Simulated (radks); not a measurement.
Results of a calculation; reference values are marked as such.
Dipole-allowed excitations along the series with 30 electrons in [Ar] 3d10 4s2. Code: a radial shooting solver on a logarithmic mesh with Libxc functionals. Model: scalar-relativistic Kohn-Sham, LDA (Slater exchange, VWN5 correlation), spin-polarised, spherical densities, finite nucleus; Fermi nuclear charge, rms radius of each element as measured or else 0.836 A^(1/3) + 0.57 fm. Time-dependent linear response with the Hartree and adiabatic LDA kernel, continuum included through the Sternheimer equations, no spin-orbit coupling, so fine structure and intercombination lines are absent. Lines are the poles of the dipole polarisability below minus the highest occupied eigenvalue, found on a grid refined at the orbital gaps; the lowest seven at most are given, and weak or close lines can be missed. The first line takes the name of the lowest orbital gap if no other gap lies below it; otherwise a line is named after a gap within 0.6 % of it, if that gap stands alone.

| species | -e(HOMO) (eV) | lowest orbital gap (eV) | first line (eV) | f | static alpha (bohr^3) |
|---|---|---|---|---|---|
| Zn | 6.219 | 4s-4p 4.991 | 5.759 (4s-4p) | 1.15 | 36.15 |
| Ga+ | 16.655 | 4s-4p 7.356 | 9.047 (4s-4p) | 1.58 | 16.70 |
| As3+ | 44.864 | 4s-4p 11.613 | 14.420 (4s-4p) | 1.62 | 6.521 |
| Se4+ | 62.196 | 4s-4p 13.689 | 16.943 (4s-4p) | 1.60 | 4.624 |
| Br5+ | 81.543 | 4s-4p 15.763 | 19.432 (4s-4p) | 1.57 | 3.434 |

Estimate the first line of Ge2+, its oscillator strength and the static polarisability.

Answer. 11.819 eV (4s-4p), f = 1.63, alpha = 9.851 bohr^3.
